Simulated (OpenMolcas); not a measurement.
Levels of Cr+ by method

```
Program             : OpenMolcas
Basis               : ANO-R3 [7s5p5d3f1g]
Scalar Hamiltonian  : X2C, finite nucleus
Active space        : 5 electrons in 5 orbitals (3d)
State averaging     : 2S+1 = 6 even, 1 root; 2S+1 = 4 even, 24 roots; 2S+1 = 2 even, 75 roots (53 in the spin-orbit step)
Spin-orbit coupling : RASSI with atomic mean-field integrals over the reference wave functions, term energies averaged over their components
```

Methods on the same reference wave functions:
A. CASSCF
B. SS-CASPT2, IPEA 0.25 Eh, imaginary shift 0.1 Eh (closed shells correlated: 3s 3p)
C. MS-CASPT2, IPEA 0.25 Eh, imaginary shift 0.1 Eh (closed shells correlated: 3s 3p)

Energies in cm-1 above 3d5 6S 5/2, the measured ground level; measured values from NIST Handbook of Basic Atomic Spectroscopic Data.

```csv
Level,A,B,C,Measured
3d5 6S 5/2,0.0,0.0,0.0,0.0
3d5 4G 5/2,26162,21040,21040,20512
3d5 4G 7/2,26169,21040,21040,20518
3d5 4G 11/2,26171,21050,21050,20512
3d5 4G 9/2,26173,21050,21050,20519
3d5 4P 5/2,30036,22650,22650,21823
3d5 4P 3/2,30055,22670,22670,21824
3d5 4P 1/2,30076,22690,22690,21824
3d5 4D 7/2,32552,25310,25310,
3d5 4D 1/2,32573,25330,25330,
3d5 4D 3/2,32591,25350,25350,
3d5 4D 5/2,32597,25350,25350,
3d5 2I 11/2,37130,30850,30850,
3d5 2I 13/2,37146,30870,30870,
3d5 2D 5/2,41828,32410,32410,
3d5 2D 3/2,42059,32610,32610,
3d5 2F 7/2(1),42789,33510,33490,
3d5 2F 5/2(1),43062,33760,33750,
3d5 4F 9/2,43752,34610,34610,
3d5 4F 7/2,43765,34620,34620,
3d5 4F 5/2,43791,34640,34640,
3d5 4F 3/2,43812,34660,34660,
3d5 2H 9/2,45446,36930,36930,
3d5 2H 11/2,45507,37010,37010,
```

Deviations, from unrounded energies. A percentage is the sum of absolute deviations over the sum of measured energies, with the sign that they share, or ± where signs differ.

| Against measurement | Levels | A | B | C |
| --- | --- | --- | --- | --- |
| mean absolute deviation (cm-1) | 7 | 6800 | 660 | 660 |
| other terms of the ground configuration (%) | 7 | +32.1 | +3.2 | +3.2 |

B, C lie about equally close to measurement and A furthest from it. The largest miss of B in the table is 3d5 4P 1/2, by +860 cm-1. The ranking rests on the paired levels alone, and a cruder setting can come out closer through cancelling errors.

Between B and C the level of the table that moves most is 3d5 2F 7/2(1), by 21 cm-1 (lowest in C, highest in B). Moves below CASPT2's spread within the term are not significant.

The two smallest mean deviations differ by little beside CASPT2's spread within terms, so their order carries little weight.

From A to B the spin-free energies of the other terms of 3d5 shown, above 6S, scale by factors of 0.75 to 0.83, as is usual when dynamic correlation screens the repulsion within a d or f shell.

The lowest spin-free term lies below A's lowest term by 0.472 hartree in B, 0.472 hartree in C.

CASPT2 does not keep the components of a term degenerate, so their means are used; among the terms shown or strongly mixed into the levels shown the widest spread is 1500 cm-1 (3d5 2I, C). Some high roots are left out of the spin-orbit mixing, which shifts the levels that they would mix with. Without dynamic correlation excited terms often stand tens of per cent too high (terms of higher spin than the ground term too low), and those without a measured partner can miss by more than the paired ones (holds for A). The CASPT2 spread within a term exceeds the gap to the next term for 3d5 2F(1) and 3d5 4F, so the order of their levels is uncertain, and so are names and mixing where such terms share a J (holds for C). Measured partners are found by configuration, term and J. A level has none where our copy of the source lacks it or the pairing is in doubt (some pairs that miss far off the trend of their configuration count as doubtful), and it then counts in no deviation. Only configurations of the active space appear. Levels that lie high or do not pair safely by name in every column are left out.

A number in round brackets counts repeated terms of one configuration in the order of the reference energies.
